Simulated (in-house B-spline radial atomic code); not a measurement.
Orbital energies and mean radii along the 8-electron series, configuration 1s2 2s2 2p1/2(2) 2p3/2(2). The effective charge is n√(-2ε), a non-relativistic measure. Computed with a B-spline radial code for spherical atoms: Dirac-Hartree-Fock, jj configuration that fills j = l - 1/2 first, finite nuclei.

```json
{"ion": "O", "Z": "8", "energy of 2p1/2 (Eh)": "-0.60231", "mean radius of 2p1/2 (bohr)": "1.2457", "energy of 2p3/2 (Eh)": "-0.62623", "mean radius of 2p3/2 (bohr)": "1.2338", "energy of 2s1/2 (Eh)": "-1.2529", "mean radius of 2s1/2 (bohr)": "1.1394", "energy of 1s1/2 (Eh)": "-20.699", "mean radius of 1s1/2 (bohr)": "0.19837", "effective charge of 2p1/2": "2.1951"}
{"ion": "F+", "Z": "9", "energy of 2p1/2 (Eh)": "-1.4058", "mean radius of 2p1/2 (bohr)": "0.97605", "energy of 2p3/2 (Eh)": "-1.4338", "mean radius of 2p3/2 (bohr)": "0.97136", "energy of 2s1/2 (Eh)": "-2.2041", "mean radius of 2s1/2 (bohr)": "0.95901", "energy of 1s1/2 (Eh)": "-27.182", "mean radius of 1s1/2 (bohr)": "0.17543", "effective charge of 2p1/2": "3.3535"}
{"ion": "Ne2+", "Z": "10", "energy of 2p1/2 (Eh)": "-2.4698", "mean radius of 2p1/2 (bohr)": "0.80782", "energy of 2p3/2 (Eh)": "-2.5013", "mean radius of 2p3/2 (bohr)": "0.80565", "energy of 2s1/2 (Eh)": "-3.42", "mean radius of 2s1/2 (bohr)": "0.82649", "energy of 1s1/2 (Eh)": "-34.69", "mean radius of 1s1/2 (bohr)": "0.15719", "effective charge of 2p1/2": "4.4451"}
{"ion": "Mg4+", "Z": "12", "energy of 2p1/2 (Eh)": "-5.3659", "mean radius of 2p1/2 (bohr)": "0.60421", "energy of 2p3/2 (Eh)": "-5.4007", "mean radius of 2p3/2 (bohr)": "0.604", "energy of 2s1/2 (Eh)": "-6.6241", "mean radius of 2s1/2 (bohr)": "0.64682", "energy of 1s1/2 (Eh)": "-52.756", "mean radius of 1s1/2 (bohr)": "0.13003", "effective charge of 2p1/2": "6.5519"}
{"ion": "Al5+", "Z": "13", "energy of 2p1/2 (Eh)": "-7.1956", "mean radius of 2p1/2 (bohr)": "0.53722", "energy of 2p3/2 (Eh)": "-7.2295", "mean radius of 2p3/2 (bohr)": "0.53749", "energy of 2s1/2 (Eh)": "-8.6091", "mean radius of 2s1/2 (bohr)": "0.58329", "energy of 1s1/2 (Eh)": "-63.311", "mean radius of 1s1/2 (bohr)": "0.11966", "effective charge of 2p1/2": "7.5872"}
{"ion": "Si6+", "Z": "14", "energy of 2p1/2 (Eh)": "-9.2793", "mean radius of 2p1/2 (bohr)": "0.48376", "energy of 2p3/2 (Eh)": "-9.3099", "mean radius of 2p3/2 (bohr)": "0.48439", "energy of 2s1/2 (Eh)": "-10.849", "mean radius of 2s1/2 (bohr)": "0.53107", "energy of 1s1/2 (Eh)": "-74.882", "mean radius of 1s1/2 (bohr)": "0.11079", "effective charge of 2p1/2": "8.6159"}
{"ion": "P7+", "Z": "15", "energy of 2p1/2 (Eh)": "-11.617", "mean radius of 2p1/2 (bohr)": "0.44005", "energy of 2p3/2 (Eh)": "-11.642", "mean radius of 2p3/2 (bohr)": "0.44095", "energy of 2s1/2 (Eh)": "-13.343", "mean radius of 2s1/2 (bohr)": "0.48738", "energy of 1s1/2 (Eh)": "-87.468", "mean radius of 1s1/2 (bohr)": "0.10314", "effective charge of 2p1/2": "9.6403"}
{"ion": "S8+", "Z": "16", "energy of 2p1/2 (Eh)": "-14.209", "mean radius of 2p1/2 (bohr)": "0.40362", "energy of 2p3/2 (Eh)": "-14.225", "mean radius of 2p3/2 (bohr)": "0.40474", "energy of 2s1/2 (Eh)": "-16.092", "mean radius of 2s1/2 (bohr)": "0.4503", "energy of 1s1/2 (Eh)": "-101.07", "mean radius of 1s1/2 (bohr)": "0.096459", "effective charge of 2p1/2": "10.662"}
{"ion": "Cl9+", "Z": "17", "energy of 2p1/2 (Eh)": "-17.056", "mean radius of 2p1/2 (bohr)": "0.37276", "energy of 2p3/2 (Eh)": "-17.058", "mean radius of 2p3/2 (bohr)": "0.37407", "energy of 2s1/2 (Eh)": "-19.096", "mean radius of 2s1/2 (bohr)": "0.41842", "energy of 1s1/2 (Eh)": "-115.7", "mean radius of 1s1/2 (bohr)": "0.090579", "effective charge of 2p1/2": "11.681"}
{"ion": "Ar10+", "Z": "18", "energy of 2p1/2 (Eh)": "-20.158", "mean radius of 2p1/2 (bohr)": "0.34628", "energy of 2p3/2 (Eh)": "-20.143", "mean radius of 2p3/2 (bohr)": "0.34775", "energy of 2s1/2 (Eh)": "-22.356", "mean radius of 2s1/2 (bohr)": "0.39071", "energy of 1s1/2 (Eh)": "-131.34", "mean radius of 1s1/2 (bohr)": "0.085363", "effective charge of 2p1/2": "12.699"}
{"ion": "K11+", "Z": "19", "energy of 2p1/2 (Eh)": "-23.515", "mean radius of 2p1/2 (bohr)": "0.32329", "energy of 2p3/2 (Eh)": "-23.478", "mean radius of 2p3/2 (bohr)": "0.3249", "energy of 2s1/2 (Eh)": "-25.872", "mean radius of 2s1/2 (bohr)": "0.36641", "energy of 1s1/2 (Eh)": "-148.01", "mean radius of 1s1/2 (bohr)": "0.080706", "effective charge of 2p1/2": "13.716"}
{"ion": "Ca12+", "Z": "20", "energy of 2p1/2 (Eh)": "-27.129", "mean radius of 2p1/2 (bohr)": "0.30313", "energy of 2p3/2 (Eh)": "-27.065", "mean radius of 2p3/2 (bohr)": "0.30489", "energy of 2s1/2 (Eh)": "-29.646", "mean radius of 2s1/2 (bohr)": "0.34492", "energy of 1s1/2 (Eh)": "-165.7", "mean radius of 1s1/2 (bohr)": "0.076521", "effective charge of 2p1/2": "14.732"}
{"ion": "Sc13+", "Z": "21", "energy of 2p1/2 (Eh)": "-31", "mean radius of 2p1/2 (bohr)": "0.28532", "energy of 2p3/2 (Eh)": "-30.902", "mean radius of 2p3/2 (bohr)": "0.2872", "energy of 2s1/2 (Eh)": "-33.677", "mean radius of 2s1/2 (bohr)": "0.32577", "energy of 1s1/2 (Eh)": "-184.43", "mean radius of 1s1/2 (bohr)": "0.07274", "effective charge of 2p1/2": "15.748"}
{"ion": "Ti14+", "Z": "22", "energy of 2p1/2 (Eh)": "-35.13", "mean radius of 2p1/2 (bohr)": "0.26946", "energy of 2p3/2 (Eh)": "-34.99", "mean radius of 2p3/2 (bohr)": "0.27146", "energy of 2s1/2 (Eh)": "-37.968", "mean radius of 2s1/2 (bohr)": "0.3086", "energy of 1s1/2 (Eh)": "-204.18", "mean radius of 1s1/2 (bohr)": "0.069307", "effective charge of 2p1/2": "16.764"}
{"ion": "V15+", "Z": "23", "energy of 2p1/2 (Eh)": "-39.518", "mean radius of 2p1/2 (bohr)": "0.25523", "energy of 2p3/2 (Eh)": "-39.329", "mean radius of 2p3/2 (bohr)": "0.25735", "energy of 2s1/2 (Eh)": "-42.518", "mean radius of 2s1/2 (bohr)": "0.29312", "energy of 1s1/2 (Eh)": "-224.97", "mean radius of 1s1/2 (bohr)": "0.066175", "effective charge of 2p1/2": "17.78"}
{"ion": "Cr16+", "Z": "24", "energy of 2p1/2 (Eh)": "-44.166", "mean radius of 2p1/2 (bohr)": "0.24241", "energy of 2p3/2 (Eh)": "-43.919", "mean radius of 2p3/2 (bohr)": "0.24464", "energy of 2s1/2 (Eh)": "-47.329", "mean radius of 2s1/2 (bohr)": "0.27909", "energy of 1s1/2 (Eh)": "-246.8", "mean radius of 1s1/2 (bohr)": "0.063307", "effective charge of 2p1/2": "18.797"}
{"ion": "Mn17+", "Z": "25", "energy of 2p1/2 (Eh)": "-49.075", "mean radius of 2p1/2 (bohr)": "0.23078", "energy of 2p3/2 (Eh)": "-48.76", "mean radius of 2p3/2 (bohr)": "0.23312", "energy of 2s1/2 (Eh)": "-52.401", "mean radius of 2s1/2 (bohr)": "0.26631", "energy of 1s1/2 (Eh)": "-269.68", "mean radius of 1s1/2 (bohr)": "0.060671", "effective charge of 2p1/2": "19.814"}
{"ion": "Fe18+", "Z": "26", "energy of 2p1/2 (Eh)": "-54.246", "mean radius of 2p1/2 (bohr)": "0.22019", "energy of 2p3/2 (Eh)": "-53.853", "mean radius of 2p3/2 (bohr)": "0.22264", "energy of 2s1/2 (Eh)": "-57.737", "mean radius of 2s1/2 (bohr)": "0.25461", "energy of 1s1/2 (Eh)": "-293.6", "mean radius of 1s1/2 (bohr)": "0.058238", "effective charge of 2p1/2": "20.832"}
{"ion": "Co19+", "Z": "27", "energy of 2p1/2 (Eh)": "-59.68", "mean radius of 2p1/2 (bohr)": "0.2105", "energy of 2p3/2 (Eh)": "-59.197", "mean radius of 2p3/2 (bohr)": "0.21305", "energy of 2s1/2 (Eh)": "-63.337", "mean radius of 2s1/2 (bohr)": "0.24387", "energy of 1s1/2 (Eh)": "-318.57", "mean radius of 1s1/2 (bohr)": "0.055987", "effective charge of 2p1/2": "21.85"}
{"ion": "Ni20+", "Z": "28", "energy of 2p1/2 (Eh)": "-65.379", "mean radius of 2p1/2 (bohr)": "0.2016", "energy of 2p3/2 (Eh)": "-64.793", "mean radius of 2p3/2 (bohr)": "0.20426", "energy of 2s1/2 (Eh)": "-69.202", "mean radius of 2s1/2 (bohr)": "0.23398", "energy of 1s1/2 (Eh)": "-344.59", "mean radius of 1s1/2 (bohr)": "0.053897", "effective charge of 2p1/2": "22.87"}
{"ion": "Cu21+", "Z": "29", "energy of 2p1/2 (Eh)": "-71.343", "mean radius of 2p1/2 (bohr)": "0.1934", "energy of 2p3/2 (Eh)": "-70.64", "mean radius of 2p3/2 (bohr)": "0.19615", "energy of 2s1/2 (Eh)": "-75.334", "mean radius of 2s1/2 (bohr)": "0.22482", "energy of 1s1/2 (Eh)": "-371.68", "mean radius of 1s1/2 (bohr)": "0.051952", "effective charge of 2p1/2": "23.89"}
{"ion": "Zn22+", "Z": "30", "energy of 2p1/2 (Eh)": "-77.574", "mean radius of 2p1/2 (bohr)": "0.18581", "energy of 2p3/2 (Eh)": "-76.74", "mean radius of 2p3/2 (bohr)": "0.18867", "energy of 2s1/2 (Eh)": "-81.735", "mean radius of 2s1/2 (bohr)": "0.21633", "energy of 1s1/2 (Eh)": "-399.83", "mean radius of 1s1/2 (bohr)": "0.050137", "effective charge of 2p1/2": "24.912"}
```

(1) How does the screening of 2p1/2 change?

Answers

(1) Z less the effective charge goes from 5.80 at Z = 8 to 5.09 at Z = 30.
